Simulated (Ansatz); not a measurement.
Geometry optimisation, RKS PBE0/def2-SVP in Ansatz 0.2.0.

The input (input.yaml):

```yaml
crystal:
  periodic: [false, false, false]
  atoms:
    - { symbol: In, position_ang: [-1.331743, -0.420028, -1.651552] }
    - { symbol: C, position_ang: [0.836861, 0.169533, 1.007256] }
    - { symbol: O, position_ang: [-0.428729, -1.966941, -1.179367] }
    - { symbol: H, position_ang: [0.594046, -0.713487, 0.418611] }
    - { symbol: Cl, position_ang: [-2.458016, 1.506549, -2.239243] }
    - { symbol: H, position_ang: [1.844848, 0.058988, 1.430541] }
    - { symbol: H, position_ang: [0.118677, 0.288046, 1.83049] }
    - { symbol: H, position_ang: [0.823855, 1.07734, 0.383363] }
basis:
  gaussian: { orbitals: def2-SVP }
hamiltonian:
  xc: pbe0
relax:
  f_tol: 0.03
  max_steps: 50
```

Run as:

```bash
$ ansatz run input.yaml --threads 2 --pin off --max-ram 3072MiB --backend cpu --events-out ev --progress --plain --runs-dir out
```

Where does it end, and by what steps?

It converged. The force dipped under the threshold on the way, but the program's further checks kept it going. After 13 steps the energy has fallen by 0.032 eV; Cl5 moved furthest, 0.64 Å.

```json
{"step": "0", "energy less start (eV)": "0.0000", "largest force component (eV/Å)": "0.389", "accepted": "yes"}
{"step": "1", "energy less start (eV)": "-0.0195", "largest force component (eV/Å)": "0.095", "accepted": "yes"}
{"step": "2", "energy less start (eV)": "-0.0181", "largest force component (eV/Å)": "0.209", "accepted": "no"}
{"step": "3", "energy less start (eV)": "-0.0199", "largest force component (eV/Å)": "0.043", "accepted": "yes"}
{"step": "4", "energy less start (eV)": "-0.0200", "largest force component (eV/Å)": "0.038", "accepted": "yes"}
{"step": "5", "energy less start (eV)": "-0.0210", "largest force component (eV/Å)": "0.068", "accepted": "yes"}
{"step": "6", "energy less start (eV)": "-0.0216", "largest force component (eV/Å)": "0.147", "accepted": "yes"}
{"step": "7", "energy less start (eV)": "-0.0232", "largest force component (eV/Å)": "0.126", "accepted": "yes"}
{"step": "8", "energy less start (eV)": "-0.0260", "largest force component (eV/Å)": "0.180", "accepted": "yes"}
{"step": "9", "energy less start (eV)": "-0.0271", "largest force component (eV/Å)": "0.256", "accepted": "yes"}
{"step": "10", "energy less start (eV)": "-0.0296", "largest force component (eV/Å)": "0.130", "accepted": "yes"}
{"step": "11", "energy less start (eV)": "-0.0310", "largest force component (eV/Å)": "0.026", "accepted": "yes"}
{"step": "12", "energy less start (eV)": "-0.0317", "largest force component (eV/Å)": "0.040", "accepted": "yes"}
{"step": "13", "energy less start (eV)": "-0.0320", "largest force component (eV/Å)": "0.017", "accepted": "yes"}
```

```xyz
8
Properties=species:S:1:pos:R:3
In -1.199 -0.525 -1.643
C 0.745 0.225 0.995
O -0.650 -2.272 -1.372
H 0.603 -0.768 0.541
Cl -1.889 1.655 -1.980
H 1.819 0.450 1.038
H 0.326 0.221 2.010
H 0.245 1.015 0.411
```

Run time: 17 s on 2 threads of AMD EPYC 9R45 96-Core Processor (Zen 5) (shared host), peak memory 0.21 GiB.
